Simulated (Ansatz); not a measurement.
One change: `N#[C][Al]([Cl])[Cl]` becomes `C[CH2][Al]([Cl])[Cl]`.

Ansatz, PBE0-D4/def2-TZVP geometries, multiplicity 1. Each molecule was computed in one conformer, which needn't be the lowest.

```
                                          property  `N#[C][Al]([Cl])[Cl]`
    size of the dipole moment (PBE/def2-TZVPP) / D                   2.36
  size of the dipole moment (B3LYP/def2-TZVPP) / D                   2.41
size of the dipole moment (ωB97M-V/def2-TZVPP) / D                   2.41
                 LUMO energy (PBE/def2-TZVPP) / eV                  -3.11
                LUMO energy (PBE0/def2-TZVPP) / eV                  -2.31
                 HOMO energy (PBE/def2-TZVPP) / eV                  -8.47
```

Task: Give the same properties after the change, and the shifts. (An estimate is asked.)

Result: Ansatz gave: 
```
                                          property  `C[CH2][Al]([Cl])[Cl]`  shift
    size of the dipole moment (PBE/def2-TZVPP) / D                    2.10  -0.26
  size of the dipole moment (B3LYP/def2-TZVPP) / D                    2.11  -0.30
size of the dipole moment (ωB97M-V/def2-TZVPP) / D                    2.09  -0.32
                 LUMO energy (PBE/def2-TZVPP) / eV                   -1.65   1.46
                LUMO energy (PBE0/def2-TZVPP) / eV                   -0.87   1.44
                 HOMO energy (PBE/def2-TZVPP) / eV                   -7.04   1.43
```

With PBE0 the HOMO rises by 1.58 eV and the LUMO rises by 1.44 eV, so the gap narrows by about 0.14 eV. PBE moves the HOMO by 1.43 eV and ωB97M-V by 1.66 eV. The zero-point energy changes by 148.5 kJ/mol with +15 modes. Dipoles are sizes alone; their direction can turn.

B3LYP here is the variant with VWN-RPA as its local correlation; programs differ in this.
